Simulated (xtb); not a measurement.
C5H13O3Si, doublet, from a rough starting geometry; GFN2-xTB run with xtb 6.7.1.

xtb was given this input:
```
$ xtb mol.xyz --gfn 2 --uhf 1 --opt vtight --json

# file mol.xyz
22

C      2.74532506     0.22984312     1.03875613
C      1.80713809     1.01963340     0.12931950
O      0.50469899     0.51303073     0.07876904
Si    -0.18749350    -0.27784964    -1.18899646
C      0.49632378    -2.18128538    -0.98035634
O      0.10661778     0.00565877    -2.61510849
O     -1.73843462    -0.59840789    -0.65848672
C     -2.38521708    -0.22845859     0.49184196
C     -2.71773822     1.34833544     0.40565392
H      3.75984061     0.72083754     1.08457350
H      2.32323769     0.17459711     1.99203701
H      2.88661340    -0.70601020     0.58194120
H      2.21154453     1.14542276    -0.89018428
H      1.75470343     2.09573759     0.53765416
H      1.55176885    -2.14756881    -1.33730720
H      0.46428655    -2.36377185     0.10500504
H     -0.10943912    -2.78965684    -1.57943195
H     -3.31578826    -0.83131291     0.49442357
H     -1.80632541    -0.41193754     1.33975688
H     -3.36437989     1.53341882    -0.48142829
H     -3.30592364     1.58126654     1.34574721
H     -1.78690183     1.90359317     0.37227981
```

It wrote (shortened):

```
   ID    Z sym.   atoms
    1    6 C      1, 2, 5, 8, 9
    2    8 O      3, 6, 7
    3   14 Si     4
    4    1 H      10-22

           -------------------------------------------------
          |                Calculation Setup                |
           -------------------------------------------------

           -------------------------------------------------
          |                 G F N 2 - x T B                 |
           -------------------------------------------------

          ...................................................
          :                      SETUP                      :
          :.................................................:
          :  # basis functions                  55          :
          :  # atomic orbitals                  54          :
          :  # shells                           32          :
          :  # electrons                        55          :
          :  max. iterations                   250          :
          :  Hamiltonian                  GFN2-xTB          :
          :  restarted?                      false          :
          :  GBSA solvation                  false          :
          :  PC potential                    false          :
          :  electronic temp.          300.0000000     K    :
          :  accuracy                    1.0000000          :
          :  -> integral cutoff          0.2500000E+02      :
          :  -> integral neglect         0.1000000E-07      :
          :  -> SCF convergence          0.1000000E-05 Eh   :
          :  -> wf. convergence          0.1000000E-03 e    :
          :  Broyden damping             0.4000000          :
          :  net charge                          0          :
          :  unpaired electrons                  1          :
          ...................................................

 iter      E             dE          RMSdq      gap      omega  full diag
   1    -31.5213314 -0.315213E+02  0.608E+00    8.18       0.0  T
   2    -31.6038624 -0.825309E-01  0.433E+00    7.84       1.0  T
   3    -31.6034253  0.437085E-03  0.210E+00    7.83       1.0  T
   4    -31.6245422 -0.211170E-01  0.117E+00    7.62       1.0  T
   5    -31.6284852 -0.394296E-02  0.672E-01    7.84       1.0  T
   6    -31.6282473  0.237905E-03  0.375E-01    7.73       1.0  T
   7    -31.6295117 -0.126439E-02  0.921E-02    7.88       1.0  T
   8    -31.6295214 -0.970932E-05  0.466E-02    7.88       1.0  T
   9    -31.6295357 -0.142723E-04  0.144E-02    7.87       1.5  T
  10    -31.6295360 -0.279706E-06  0.976E-03    7.86       2.2  T
  11    -31.6295363 -0.339230E-06  0.328E-03    7.86       6.5  T
  12    -31.6295364 -0.677484E-07  0.148E-03    7.87      14.4  T
  13    -31.6295364 -0.491986E-08  0.387E-04    7.87      55.1  T
  14    -31.6295364 -0.302911E-09  0.112E-04    7.86     191.2  T

   *** convergence criteria satisfied after 14 iterations ***

         :::::::::::::::::::::::::::::::::::::::::::::::::::::
         ::                     SUMMARY                     ::
         :::::::::::::::::::::::::::::::::::::::::::::::::::::
         :: total energy             -31.300562072586 Eh    ::
         :: gradient norm              0.164147304421 Eh/a0 ::
         :: HOMO-LUMO gap              7.864956056147 eV    ::
         ::.................................................::
         :: SCC energy               -31.629405483964 Eh    ::
         :: -> isotropic ES            0.081347902420 Eh    ::
         :: -> anisotropic ES          0.006594846903 Eh    ::
         :: -> anisotropic XC          0.004844775735 Eh    ::
         :: -> dispersion             -0.015253687865 Eh    ::
         :: repulsion energy           0.328843411378 Eh    ::
         :: add. restraining           0.000000000000 Eh    ::
         :: total charge               0.000000000000 e     ::
         :::::::::::::::::::::::::::::::::::::::::::::::::::::

      -----------------------------------------------------------
     |                   =====================                   |
     |                        A N C O P T                        |
     |                   =====================                   |
     |               Approximate Normal Coordinate               |
     |                Rational Function Optimizer                |
      -----------------------------------------------------------
      -----------------------------------------------------------
     |                   =====================                   |
     |                        A N C O P T                        |
     |                   =====================                   |
     |               Approximate Normal Coordinate               |
     |                Rational Function Optimizer                |
      -----------------------------------------------------------

          ...................................................
          :                      SETUP                      :
          :.................................................:
          :   optimization level         verytight          :
          :   max. optcycles                   440          :
          :   ANC micro-cycles                  20          :
          :   degrees of freedom                60          :
          :.................................................:
          :   RF solver                   davidson          :
          :   write xtbopt.log                true          :
          :   linear?                        false          :
          :   energy convergence         0.1000000E-06 Eh   :
          :   grad. convergence          0.2000000E-03 Eh/α :
          :   maxmium RF displ.          1.0000000          :
          :   Hlow (freq-cutoff)         0.1000000E-01      :
          :   Hmax (freq-cutoff)         5.0000000          :
          :   S6 in model hess.         20.0000000          :
          ...................................................

[...]
 * total energy  :   -31.3217341 Eh     change       -0.2713358E-05 Eh
 * total energy  :   -31.3217358 Eh     change       -0.1695780E-05 Eh
 * total energy  :   -31.3217373 Eh     change       -0.1481238E-05 Eh
 * total energy  :   -31.3217378 Eh     change       -0.4999797E-06 Eh
 * total energy  :   -31.3217383 Eh     change       -0.5627222E-06 Eh
 * total energy  :   -31.3217388 Eh     change       -0.4373798E-06 Eh
 * total energy  :   -31.3217391 Eh     change       -0.2767456E-06 Eh
 * total energy  :   -31.3217393 Eh     change       -0.2292340E-06 Eh
 * total energy  :   -31.3217395 Eh     change       -0.2232471E-06 Eh
 * total energy  :   -31.3217397 Eh     change       -0.1730734E-06 Eh
 * total energy  :   -31.3217398 Eh     change       -0.1223637E-06 Eh
 * total energy  :   -31.3217399 Eh     change       -0.8606883E-07 Eh
   *** GEOMETRY OPTIMIZATION CONVERGED AFTER 76 ITERATIONS ***
         :: total energy             -31.321739885446 Eh    ::
[...]
        19        2.0000           -0.4752530             -12.9323
        20        2.0000           -0.4711647             -12.8210
        21        2.0000           -0.4678556             -12.7310
        22        2.0000           -0.4543884             -12.3645
        23        2.0000           -0.4423976             -12.0383
        24        2.0000           -0.4334879             -11.7958
        25        2.0000           -0.4304831             -11.7140
        26        2.0000           -0.4237158             -11.5299
        27        2.0000           -0.4156451             -11.3103
        28        1.0000           -0.3861300             -10.5071 (HOMO)
        29                         -0.0973987              -2.6504 (LUMO)
        30                         -0.0692957              -1.8856
        31                         -0.0354849              -0.9656
        32                          0.0424332               1.1547
        33                          0.0774009               2.1062
        34                          0.0986219               2.6836
        35                          0.1184482               3.2231
        36                          0.1212343               3.2990
        37                          0.1349306               3.6716
        38                          0.1408315               3.8322
        39                          0.1492777               4.0621
       ...                                ...                  ...
        54                          0.9956204              27.0922
      -------------------------------------------------------------
                  HL-Gap            0.2887312 Eh            7.8568 eV
             Fermi-level           -0.3213259 Eh           -8.7437 eV

     #   Z          covCN         q      C6AA      α(0)
     1   6 C        3.750    -0.123    22.921     6.828
     2   6 C        3.734     0.085    19.251     6.262
     3   8 O        1.621    -0.356    20.037     6.042
     4  14 Si       3.251     0.634   124.831    23.079
     5   6 C        3.613    -0.127    23.485     6.995
     6   8 O        0.771    -0.424    22.211     6.317
     7   8 O        1.621    -0.340    19.739     5.997
     8   6 C        3.719     0.087    19.252     6.267
     9   6 C        3.750    -0.120    22.860     6.819
    10   1 H        0.925     0.050     2.326     2.385
    11   1 H        0.925     0.046     2.370     2.407
    12   1 H        0.925     0.060     2.198     2.318
    13   1 H        0.924     0.033     2.541     2.493
    14   1 H        0.924     0.041     2.439     2.442
    15   1 H        0.926     0.067     2.114     2.274
    16   1 H        0.926     0.067     2.113     2.273
    17   1 H        0.926     0.069     2.095     2.264
    18   1 H        0.924     0.050     2.323     2.384
    19   1 H        0.924     0.045     2.384     2.415
    20   1 H        0.925     0.054     2.274     2.358
    21   1 H        0.925     0.048     2.349     2.397
    22   1 H        0.925     0.054     2.270     2.356

 Mol. C6AA /au·bohr⁶  :       4492.275808
 Mol. C8AA /au·bohr⁸  :     118642.030278
 Mol. α(0) /au        :        105.369904

Wiberg/Mayer (AO) data.
largest (>0.10) Wiberg bond orders for each atom

 ---------------------------------------------------------------------------
     #   Z sym  total        # sym  WBO       # sym  WBO       # sym  WBO
 ---------------------------------------------------------------------------
     1   6 C    3.992 --     2 C    1.007    11 H    0.987    12 H    0.986
                            10 H    0.984
     2   6 C    3.946 --     1 C    1.007     3 O    0.989    13 H    0.973
                            14 H    0.970
     3   8 O    2.285 --     4 Si   1.063     2 C    0.989
     4  14 Si   4.411 --     6 O    1.847     7 O    1.065     3 O    1.063
                             5 C    0.444
     5   6 C    3.725 --    17 H    1.001    15 H    1.000    16 H    0.995
                             4 Si   0.444     6 O    0.127
     6   8 O    2.179 --     4 Si   1.847     5 C    0.127
     7   8 O    2.301 --     4 Si   1.065     8 C    0.987
     8   6 C    3.944 --     9 C    1.012     7 O    0.987    18 H    0.962
                            19 H    0.959
     9   6 C    3.994 --     8 C    1.012    20 H    0.986    22 H    0.983
                            21 H    0.983
    10   1 H    0.997 --     1 C    0.984
    11   1 H    0.998 --     1 C    0.987
    12   1 H    0.996 --     1 C    0.986
    13   1 H    0.999 --     2 C    0.973
    14   1 H    0.998 --     2 C    0.970
    15   1 H    0.995 --     5 C    1.000
    16   1 H    0.995 --     5 C    0.995
    17   1 H    0.995 --     5 C    1.001
    18   1 H    0.997 --     8 C    0.962
    19   1 H    0.998 --     8 C    0.959
    20   1 H    0.997 --     9 C    0.986
    21   1 H    0.996 --     9 C    0.983
    22   1 H    0.997 --     9 C    0.983
 ---------------------------------------------------------------------------

Topologies differ in total number of bonds
Writing topology from bond orders to xtbtopo.mol

molecular dipole:
                 x           y           z       tot (Debye)
 q only:        0.003      -0.231       1.198
   full:       -0.118      -0.382       1.869       4.859
molecular quadrupole (traceless):
                xx          xy          yy          xz          yz          zz
 q only:        6.534      -1.213       3.940       0.115       1.343     -10.473
  q+dip:        6.557      -0.630       5.273       1.189       0.184     -11.830
   full:        7.547      -1.202       7.124       1.726       1.090     -14.671

optimized geometry written to: xtbopt.xyz

           -------------------------------------------------
          | TOTAL ENERGY              -31.321739885446 Eh   |
          | GRADIENT NORM               0.000081667497 Eh/α |
          | HOMO-LUMO GAP               7.856776470555 eV   |
           -------------------------------------------------
```
